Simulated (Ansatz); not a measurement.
Total energies of phenacyltetrahydrothiophenium tetrafluoroborate (C12H15BF4OS) from Ansatz at PBE-D4/def2-TZVP, gas phase (1 Eh = 27.2114 eV = 2625.5 kJ/mol). The reference geometry is relaxed at PBE-D4/def2-SVP.

```
            state                    geometry  energy (Eh)
 charge 0 singlet                   reference  -1363.30598
 charge 1 doublet                   reference  -1362.97199
charge -1 doublet                   reference  -1363.35982
charge -1 doublet  relaxed at PBE-D4/def2-SVP  -1363.37206
```

Single mean-field runs in def2-TZVP are fitted with def2-universal-jkfit.

**Question.** Work out the vertical ionisation energy to the doublet.

**Answer.** E(charge 1 doublet) − E(charge 0 singlet) = -1362.97199 − (-1363.30598) = 0.33399 Eh = 9.09 eV. For comparison, −ε of the highest occupied level is 6.81 eV at this level, 2.28 eV less.

**Question.** Work out the vertical electron affinity, to the doublet.

**Answer.** E(charge 0 singlet) − E(charge -1 doublet) = -1363.30598 − (-1363.35982) = 0.05384 Eh = 1.47 eV. The basis lacks diffuse functions, which makes affinities too small.

**Question.** Give the fundamental gap IE − EA, the Mulliken electronegativity (IE + EA)/2 and the hardness (IE − EA)/2.

**Answer.** From the values in Eh: IE − EA = 0.33399 − 0.05384 = 0.28015 Eh = 7.62 eV; (IE + EA)/2 = 5.28 eV; (IE − EA)/2 = 3.81 eV. The HOMO–LUMO gap of the same run is 3.02 eV, 4.60 eV smaller than the fundamental gap.

**Question.** How much does the charge -1 doublet relax, and what is the adiabatic electron affinity?

**Answer.** Relaxation: -1363.35982 − (-1363.37206) = 0.01224 Eh = 0.33 eV. Adiabatic electron affinity: 0.06608 Eh = 1.80 eV, without zero-point energy. 

At PBE-D4/def2-TZVP the gap within one spin of the charge 1 doublet nearly closes, so an electron or hole may be smeared out by delocalisation error. At PBE-D4/def2-TZVP the highest occupied level of the charge -1 doublet lies above zero (up to 0.93 eV). By energy differences its removal costs 1.47 eV (vertical, to the charge 0 singlet, at PBE-D4/def2-TZVP); self-interaction error and the lack of diffuse functions both raise the level. At PBE-D4/def2-TZVP the highest occupied level of the relaxed charge -1 doublet lies above zero (up to 0.21 eV). By energy differences its removal costs 1.80 eV (each at its own geometry, to the charge 0 singlet, at PBE-D4/def2-TZVP); self-interaction error and the lack of diffuse functions both raise the level.
